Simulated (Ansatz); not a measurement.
`O[SiH2]N[Si](O)(O)O` → `[NH][SiH2]O`• + `O[Si](O)O`•  (homolysis of the N–Si bond)

Isolated molecules relaxed with PBE0-D4/def2-TZVP in Ansatz; ΔE leaves out vibrations. CBS: MP2 limit from def2 TZ/QZ plus the TZ coupled-cluster correction, frozen cores. DFT in def2-TZVPP. B3LYP here is the variant with VWN-RPA as its local correlation; programs differ in this. No spin–orbit coupling; open shells (•) take unrestricted orbitals. Each species was taken in one conformer, which may not be the lowest.

CCSD(T)/CBS gives +545.9 kJ/mol.

(1) Another level gave +560.8 kJ/mol. Which?
A. PBE0-D4/def2-TZVPP
B. B3LYP-D4/def2-TZVPP
C. MP2/def2-TZVPP
D. PBE/def2-TZVPP

Largest T1 diagnostic among the species: 0.014.

## Answers

(1) C. MP2/def2-TZVPP 560.8, B3LYP-D4 515.2, PBE0-D4 519.5, PBE 491.4 kJ/mol.

From PBE to PBE0 (25 % exact exchange), in def2-TZVPP and without D4, ΔE moves by +15.1 kJ/mol. In def2-TZVPP, CCSD(T) changes the Hartree–Fock value by +118.7 kJ/mol (the triples alone add +8.5 kJ/mol) and MP2 by +143.5 kJ/mol; breaking electron pairs costs correlation energy, which Hartree–Fock lacks.
